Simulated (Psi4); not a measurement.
Two rigid molecules brought together: C2H6O ··· H3B (SMILES COC and B). Monomers: optimised at B3LYP-D3(BJ) (def2-TZVP), held rigid. Orientation: a random orientation, not optimised. The monomers approach along the line of their centres of mass (distance R); nothing else relaxes.

Geometry at R = 4.91 Å (first 9 atoms: monomer A):
```
13

C      1.1035    -0.2818    -0.2789
O      0.1099    -0.4102     0.7121
C     -1.0913     0.2361     0.3580
H      1.3583     0.7714    -0.4581
H      0.7819    -0.7265    -1.2302
H      1.9894    -0.8060     0.0767
H     -1.7955     0.0880     1.1753
H     -0.9386     1.3134     0.2078
H     -1.5175    -0.1844    -0.5627
B     -4.4152    -0.6793     2.2468
H     -4.5466    -1.6928     1.6382
H     -5.0071     0.2965     1.9120
H     -3.6907    -0.6413     3.1894
```

PBE/def2-TZVP, counterpoise-corrected (Psi4); PBE-D3(BJ)/def2-TZVP, counterpoise-corrected (Psi4); SAPT0/jun-cc-pVDZ, frozen core (Psi4).

Interaction energies in kJ/mol; the last columns give the difference from SAPT0:

```tsv
R / Å	PBE/def2-TZVP	PBE-D3(BJ)/def2-TZVP	SAPT0/jun-cc-pVDZ	PBE/def2-TZVP − SAPT0/jun-cc-pVDZ	PBE-D3(BJ)/def2-TZVP − SAPT0/jun-cc-pVDZ
4.29	-1.93	-5.28	1.92	-3.85	-7.20
4.51	-1.41	-4.21	0.70	-2.12	-4.92
4.68	-1.06	-3.47	0.27	-1.33	-3.74
4.91	-0.69	-2.64	0.03	-0.72	-2.66
5.08	-0.49	-2.13	-0.02	-0.46	-2.11
5.31	-0.28	-1.57	-0.02	-0.26	-1.55
5.61	-0.09	-1.02	0.02	-0.11	-1.04
5.95	0.04	-0.60	0.05	-0.01	-0.65
6.39	0.11	-0.28	0.07	0.05	-0.35
7.13	0.12	-0.07	0.06	0.05	-0.13
8.09	0.07	0.00	0.04	0.03	-0.05
9.44	0.03	0.01	0.02	0.01	-0.02
```

PBE/def2-TZVP is furthest from SAPT0/jun-cc-pVDZ at 4.29 (-3.85 kJ/mol, below); its mean absolute difference over the points is 0.75 kJ/mol.

PBE-D3(BJ)/def2-TZVP is furthest from SAPT0/jun-cc-pVDZ at 4.29 (-7.20 kJ/mol, below); its mean absolute difference over the points is 2.03 kJ/mol.
